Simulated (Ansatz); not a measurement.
A structure relaxed at PBE0-D4/def2-TZVP, charge 0, multiplicity 1:

Cartesian coordinates in Å:
```
O 2.398 -1.536 -0.524
Si 1.009 -0.954 -1.205
B -0.162 0.156 -0.034
Si 0.220 0.355 1.917
Si -1.779 1.054 -0.800
H 2.328 -1.939 0.343
H 1.457 -0.196 -2.402
H 0.119 -2.070 -1.665
H 1.169 1.508 1.975
H -0.958 0.674 2.769
H 0.915 -0.826 2.508
H -1.801 1.169 -2.283
H -1.986 2.409 -0.217
H -2.930 0.197 -0.382
```

Task: Give its formula and SMILES.

Result: BH9OSi3, `O[SiH2]B([SiH3])[SiH3]`.

Task: Point group (tolerance 0.08 Å, 0.16 Å for H)?

Result: C1.

Task: Summarise the bond lengths by kind.

Result: 1 × O–Si 1.653 Å; 1 × H–O 0.958 Å; 3 × B–Si 1.994 to 2.001 Å; 8 × H–Si 1.486 to 1.499 Å.

All numbers were calculated with Ansatz.
